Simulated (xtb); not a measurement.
benzotriazole (C₆H₅N₃), SMILES c1cccc2[nH]nnc21. All values are semi-empirical tight-binding results from xtb (GFN2-xTB unless named), good for trends rather than for accurate numbers. Geometry: GFN2-xTB.

Optimised geometry:

```xyz
14

C      0.6789    -2.0932     0.0000
C     -0.7236    -2.0709     0.0000
C     -1.4351    -0.8927     0.0000
C     -0.6902     0.2798     0.0000
N     -0.9912     1.6067     0.0000
N      0.1408     2.3284     0.0000
N      1.1480     1.5671     0.0000
C      0.7279     0.2684     0.0000
C      1.4254    -0.9390     0.0000
H      1.1781    -3.0506     0.0000
H     -1.2576    -3.0093     0.0000
H     -2.5142    -0.8768     0.0000
H     -1.8917     2.0569     0.0000
H      2.5030    -0.9498     0.0000
```

```yaml
point_group_as_xtb_finds_it: Cs
orbital_gap: 3.05 eV
dipole_moment: 3.97 D
zero_point_energy: 64.5 kcal/mol
G − E(el) at 298.15 K (modified RRHO): 45.5 kcal/mol
static polarisability (D4 model): 85.4 bohr³
solvation energy, GFN2-xTB/ALPB(water): -7.7 kcal/mol
solvation energy, GFN2-xTB/ALPB(acetonitrile): -8.8 kcal/mol
```

### Question
Give the IR lines (harmonic; lines under 4 % of the strongest left out, lines within 3 cm⁻¹ merged). (The exact figures need the calculation; the answer reports its results.)

### Answer
ν (cm⁻¹): 243 (w), 392 (w), 579 (vs), 664 (m), 775 (s), 809 (w), 969 (m), 1042 (s), 1055 (w), 1168 (w), 1209 (m), 1226 (m), 1301 (w), 1350 (vs), 1378 (w), 1443 (s), 1620 (w), 3088 (s), 3098 (s), 3115 (m), 3467 (m) (against the strongest line: vs over 80 %, s over 45 %, m over 15 %, w over 4 %, vw less)

### Question
Give the atomic charges and the Wiberg bond orders between heavy atoms. (The exact figures need the calculation; the answer reports its results.)

### Answer
charges (e) C1 -0.03, C2 -0.03, C3 -0.05, C4 0.04, N5 -0.03, N6 -0.08, N7 -0.17, C8 0.06, C9 -0.04, H10 0.04, H11 0.04, H12 0.03, H13 0.16, H14 0.05. Bond orders C1–C2 1.35, C2–C3 1.51, C3–C4 1.32, C4–N5 1.20, N5–N6 1.21, N6–N7 1.58, C4–C8 1.24, N7–C8 1.25, C1–C9 1.53, C8–C9 1.30.
